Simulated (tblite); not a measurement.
Species: C10H12O2.
Bonds: C1–C2, C2–C3, C2–O4, O4–C5, C5–O6 (double), C5–C7, C7–C8 (aromatic), C8–C9 (aromatic), C9–C10 (aromatic), C10–C11 (aromatic), C11–C12 (aromatic), C7–C12 (aromatic). Hydrogens: H13, H14, H15 on C1; H16 on C2; H17, H18, H19 on C3; H20 on C8; H21 on C9; H22 on C10; H23 on C11; H24 on C12.

Computed with GFN2-xTB (tblite), gas phase: L-BFGS steps from a force-field or distance-geometry start until the largest atomic force falls under 0.01 eV/Å.

At the end of the run (lengths in Å): O4–C5 1.336, C1–H13 1.086, C11–C12 1.382, C1–C2 1.522, C11–H23 1.080, C3–H17 1.086, C8–C9 1.382, O4–C5–O6 123.9°, O4–C5–C7 112.2°, C2–O4–C5 117.5°, C5–C7–C8 121.8°, C1–C2–O4–C5 -155°, C2–O4–C5–O6 1°, O4–C5–C7–C8 0°.

Problem. These geometries were met on the way; a selection of coordinates is given. Order them by energy above the end point, lowest first.
A. O4–C5 1.333, C1–H13 1.084, C11–C12 1.387, C1–C2 1.530, C11–H23 1.082, C3–H17 1.085, C8–C9 1.387, O4–C5–O6 124.1°, O4–C5–C7 112.1°, C2–O4–C5 118.6°, C5–C7–C8 122.1°, C1–C2–O4–C5 -156°, C2–O4–C5–O6 1°, O4–C5–C7–C8 1°
B. O4–C5 1.366, C1–H13 1.111, C11–C12 1.399, C1–C2 1.507, C11–H23 1.095, C3–H17 1.100, C8–C9 1.396, O4–C5–O6 126.5°, O4–C5–C7 109.6°, C2–O4–C5 115.5°, C5–C7–C8 123.0°, C1–C2–O4–C5 -155°, C2–O4–C5–O6 0°, O4–C5–C7–C8 1°
C. O4–C5 1.339, C1–H13 1.088, C11–C12 1.382, C1–C2 1.524, C11–H23 1.080, C3–H17 1.086, C8–C9 1.383, O4–C5–O6 123.5°, O4–C5–C7 112.5°, C2–O4–C5 118.9°, C5–C7–C8 122.0°, C1–C2–O4–C5 -155°, C2–O4–C5–O6 1°, O4–C5–C7–C8 0°
D. O4–C5 1.337, C1–H13 1.086, C11–C12 1.382, C1–C2 1.524, C11–H23 1.080, C3–H17 1.087, C8–C9 1.383, O4–C5–O6 124.1°, O4–C5–C7 112.3°, C2–O4–C5 118.1°, C5–C7–C8 122.0°, C1–C2–O4–C5 -156°, C2–O4–C5–O6 1°, O4–C5–C7–C8 0°
E. O4–C5 1.344, C1–H13 1.091, C11–C12 1.384, C1–C2 1.524, C11–H23 1.089, C3–H17 1.090, C8–C9 1.385, O4–C5–O6 125.4°, O4–C5–C7 111.0°, C2–O4–C5 117.1°, C5–C7–C8 122.5°, C1–C2–O4–C5 -156°, C2–O4–C5–O6 1°, O4–C5–C7–C8 1°

Solution. D (0.003 eV), C (0.007 eV), A (0.017 eV), E (0.039 eV), B (0.113 eV).

| step | E above end (eV) | rms distance from the end, all atoms (Å) | largest force (eV/Å) | rms shift of all bonds from the end (Å) |
| --- | --- | --- | --- | --- |
| 8 | 0.003 | 0.013 | 0.057 | 0.001 |
| 4 | 0.007 | 0.018 | 0.138 | 0.002 |
| 2 | 0.017 | 0.020 | 0.310 | 0.004 |
| 1 | 0.039 | 0.023 | 0.555 | 0.006 |
| 0 | 0.113 | 0.027 | 1.529 | 0.013 |

Rows stand in the order of the answer.
